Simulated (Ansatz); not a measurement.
The cluster Ca2Se3, relaxed as a singlet with RKS PBE-D4/def2-SVP in Ansatz, starting from the GFN2-xTB geometry. Force threshold 0.02 eV/Å.

The structure comes from a short search, and lower isomers may exist.

Start:

```
atom   x (Å)   y (Å)   z (Å)
 Ca1  -0.530   0.430  -1.844
 Ca2  -0.017  -1.482   1.292
 Se3   0.985   0.916   1.802
 Se4   0.660   2.140  -0.208
 Se5  -1.098  -2.004  -1.042
```

| step | energy (eV) | largest force component (eV/Å) | SCF passes |
| --- | --- | --- | --- |
| 1 | -232861.2654 | 0.454 | 18 |
| 2 (rejected) | -232861.2607 | 0.431 | 18 |
| 3 | -232861.2947 | 0.096 | 20 |
| 4 | -232861.2951 | 0.011 | 20 |
| 5 | -232861.2953 | 0.011 | 20 |
| 6 | -232861.2953 | 0.005 | 20 |
| 7 | -232861.2954 | 0.007 | 20 |
| 8 | -232861.2956 | 0.013 | 20 |
| 9 | -232861.2966 | 0.027 | 19 |
| 10 | -232861.3359 | 0.218 | 23 |
| 11 | -232861.4235 | 0.444 | 24 |
| 12 | -232861.5610 | 0.558 | 25 |
| 13 | -232861.6989 | 0.598 | 25 |
| 14 | -232861.8397 | 0.328 | 26 |
| 15 | -232861.9656 | 0.403 | 25 |
| 16 | -232862.1398 | 0.524 | 25 |
| 17 | -232862.3508 | 0.530 | 26 |
| 18 | -232862.4798 | 0.149 | 25 |
| 19 | -232862.4853 | 0.030 | 20 |
| 20 (rejected) | -232862.4853 | 0.008 | 22 |
| 21 | -232862.4854 | 0.000 | 14 |

Force components are those of the run's own axes.

End:

```xyz
5

Ca   -1.0516    0.7204   -1.1028
Ca    0.7166   -1.3001    0.7984
Se   -0.1443    1.3075    1.5237
Se    1.5978    1.2074   -0.2029
Se   -1.1184   -1.9352   -1.0164
```

Bonds formed: Ca1–Se3, Ca2–Se4 (atoms count from 1). The end is the same structure that another start reached, the lowest one found.

The force fell under the threshold at step 4, but the optimiser went on and released 1.190 eV more. No frequencies were taken in this run, so the end may be a saddle point.

It took 31 s on 4 threads of AMD EPYC 7B13 on a shared host.
